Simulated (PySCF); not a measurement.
**Exercise with solution: chemical shift, span and skew from a shielding tensor**

Al(All)(H)2 (C3H7Al), SMILES [AlH2][CH2]C=C. Atoms are numbered in the order given.

```xyz
11

Al     0.6752     0.4355     0.9029
C     -0.1974    -1.2678     0.2449
C     -0.8991    -0.2564    -0.5513
C     -0.3181     0.5720    -1.4711
H     -0.8334    -1.8901     0.8813
H      0.5687    -1.8441    -0.2915
H     -1.9099     0.0121    -0.2156
H      0.6685     0.3579    -1.8946
H     -0.8739     1.4071    -1.9024
H     -0.0677     1.3600     1.9475
H      2.1578     0.6489     0.4024
```

The structure is a stationary point at B3LYP-D3(BJ)/def2-SVP. The structure was generated by enumeration; whether it is a known compound was not checked. The values are those of a single conformer.

GIAO shieldings from KT2/pcSseg-1 (PySCF), non-relativistic, no solvent. The symmetric part of the tensor of C3 has the principal values -44.9, 37.6, 160.7 ppm. The same nucleus in TMS has σ = 185.1 ppm at this level (PySCF, at its B3LYP-D3(BJ)/def2-TZVP geometry).

Task: Work out the isotropic shielding, the ¹³C shift against TMS, the span and the skew.

Result: 
σ(iso) = (σ11 + σ22 + σ33)/3 = 51.1 ppm. δ = σ(ref) − σ(iso) = 185.1 − (51.1) = 134.0 ppm.
Span Ω = σ33 − σ11 = 205.6 ppm. Skew κ = 3(σ(iso) − σ22)/Ω = 0.20. Tumbling in solution averages the tensor to δ; in a static solid the shielding alone would spread this spin-1/2 line over Ω.
